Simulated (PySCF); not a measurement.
**Nonlinear optical response: SMILES O(C)C(F)(OC)C(=O)O, C₄H₇FO₄**

Molfile (atoms numbered from 1):
```
C4H7FO4
     RDKit          3D

 16 15  0  0  0  0  0  0  0  0999 V2000
    2.1511    0.0922    0.0030 C   0  0  0  0  0  0  0  0  0  0  0  0
    0.9085   -0.5203   -0.3296 O   0  0  0  0  0  0  0  0  0  0  0  0
   -0.2264    0.1186    0.0690 C   0  0  0  0  0  0  0  0  0  0  0  0
   -0.1805    0.2526    1.4775 F   0  0  0  0  0  0  0  0  0  0  0  0
   -1.3385   -0.5685   -0.2816 O   0  0  0  0  0  0  0  0  0  0  0  0
   -1.3567   -1.9463    0.0996 C   0  0  0  0  0  0  0  0  0  0  0  0
   -0.4186    1.5562   -0.4866 C   0  0  0  0  0  0  0  0  0  0  0  0
    0.2885    2.0656   -1.3083 O   0  0  0  0  0  0  0  0  0  0  0  0
   -1.4777    2.1244    0.0535 O   0  0  0  0  0  0  0  0  0  0  0  0
    2.2117    0.2811    1.0770 H   0  0  0  0  0  0  0  0  0  0  0  0
    2.2916    1.0204   -0.5513 H   0  0  0  0  0  0  0  0  0  0  0  0
    2.9049   -0.6348   -0.2883 H   0  0  0  0  0  0  0  0  0  0  0  0
   -1.2187   -2.0427    1.1782 H   0  0  0  0  0  0  0  0  0  0  0  0
   -2.3413   -2.3044   -0.1879 H   0  0  0  0  0  0  0  0  0  0  0  0
   -0.5789   -2.4989   -0.4282 H   0  0  0  0  0  0  0  0  0  0  0  0
   -1.6266    3.0138   -0.3124 H   0  0  0  0  0  0  0  0  0  0  0  0
  1  2  1  0
  2  3  1  0
  3  4  1  0
  3  5  1  0
  5  6  1  0
  3  7  1  0
  7  8  2  0
  7  9  1  0
  1 10  1  0
  1 11  1  0
  1 12  1  0
  6 13  1  0
  6 14  1  0
  6 15  1  0
  9 16  1  0
M  END
```

The calculation used quadratic response B3LYP/def2-SVPD first hyperpolarisability, Taylor convention, gas phase in PySCF 2.14.0. Geometry: GFN2-xTB.

Problem. Give β for the processes computed.

Solution. In au, Taylor convention; the vector part is βᵢ = ⅓ Σⱼ (βᵢⱼⱼ + βⱼᵢⱼ + βⱼⱼᵢ); β∥ is 3/5 of the vector part along the dipole, the dipole points from − to +:
```csv
process,λ (nm),β vector norm,β∥,β HRS,depolarisation ratio
"static β(0;0,0)",∞,69.3,22.3,35.1,3.10
"second harmonic β(−2ω;ω,ω)",1907,73.6,24.0,36.9,3.14
"Pockels β(−ω;ω,0)",1907,70.7,22.8,–,–
"second harmonic β(−2ω;ω,ω)",1064,84.7,28.2,41.5,3.25
"Pockels β(−ω;ω,0)",1064,73.9,24.1,–,–
```

Problem. Which lowest excitations, dipole and polarisabilities go with it?

Solution. S1 5.56 eV (f = 0.001); S2 6.57 eV (f = 0.007); S3 6.90 eV (f = 0.012); dipole 0.63 D; isotropic α 66.9 au static, 67.1 au at 1907 nm, 67.4 au at 1064 nm, 67.5 au at 953.5 nm, 68.6 au at 532 nm.
